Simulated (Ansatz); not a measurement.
Ag5H4⁺, relaxed as a singlet with RKS PBE-D4/def2-SVP in Ansatz, starting from the GFN1-xTB geometry. Force threshold 0.02 eV/Å.

In the def2 sets Ag takes a core potential; there is no spin–orbit coupling. The structure comes from a short search, and lower isomers may exist.

Start:

Cartesian coordinates in Å:
```
Ag 0.704 -0.075 2.503
Ag 1.116 -0.099 -3.135
Ag 0.936 -0.069 -0.225
Ag -1.724 0.127 1.035
Ag -1.306 0.117 -1.801
H 1.815 -0.087 -1.614
H -1.018 0.084 2.526
H -2.376 0.163 -0.479
H 1.853 -0.161 1.191
```

```
step  energy (eV)  largest force component (eV/Å)  SCF passes
   1  -20056.5417                           1.120          22
   2  -20056.8368                           0.306          21
   3  -20056.8856                           0.203          20
   4  -20056.9089                           0.137          21
   5  -20056.9284                           0.111          22
   6  -20056.9671                           0.136          26
   7  -20057.0062                           0.196          26
   8  -20057.0353                           0.220          21
   9  -20057.0727                           0.095          20
  10  -20057.0928                           0.102          20
  11  -20057.1167                           0.219          20
  12  -20057.1651                           0.228          20
  13  -20057.2309                           0.271          19
  14  -20057.2933                           0.168          19
  15  -20057.3147                           0.229          19
  16  -20057.3303                           0.030          19
  17  -20057.3310                           0.008          20
```

Force components are those of the run's own axes.

End:

```xyz
9

Ag    0.490   -0.215    2.171
Ag    1.248   -0.812   -3.037
Ag    1.701   -0.064   -0.267
Ag   -1.971    0.195    1.047
Ag   -0.861    0.368   -1.435
H     0.952    0.490   -1.892
H    -1.219   -0.040    2.644
H    -2.455    0.419   -0.663
H     2.116   -0.342    1.433
```

Bonds lost: Ag3–Ag4 (atoms count from 1). Bonds formed: Ag5–H6 (atoms count from 1). The end is the same structure that another start reached, the lowest one found.

No frequencies were taken in this run, so the end may be a saddle point.

Hardware: 4 threads of Arm Neoverse V1 on a shared host. Wall time 51 s.
